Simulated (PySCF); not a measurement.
Delta-SCF ions had no search for a lower state. Excitations are Tamm–Dancoff values on a coarser integration grid. The basis has no diffuse functions, so Rydberg states are missing or too high.

Cartesian coordinates (Å):
```xyz
10

C      1.2166    -0.1719    -0.3334
C      0.0485     0.5697     0.2278
C     -1.2460    -0.1739     0.1952
S      0.1759     2.0686     0.8271
H      1.0171    -0.4487    -1.3747
H      2.1285     0.4180    -0.2828
H      1.3581    -1.1120     0.2115
H     -1.1500    -1.1139     0.7499
H     -2.0576     0.4148     0.6158
H     -1.4910    -0.4507    -0.8364
```
Charge 0, spin multiplicity 1.

What T1 excitation (TDA), dipole moment, LUMO, brightest of the four lowest singlets (TDA), HOMO, total energy, vertical ionisation energy (Delta-SCF) and HOMO–LUMO gap does PBE-D3(BJ)/def2-TZVP // PBE0-D3(BJ)/def2-TZVP (PySCF 2.14.0) give?


```
Quantity                                           Result
-------------------------------------------  ------------
T1 excitation (TDA)                               1.97 eV
dipole moment                                      2.80 D
LUMO                                             -2.78 eV
brightest of the four lowest singlets (TDA)       6.16 eV
HOMO                                             -5.03 eV
total energy                                 -515.8332 Ha
vertical ionisation energy (Delta-SCF)            8.40 eV
HOMO–LUMO gap                                     2.25 eV
```
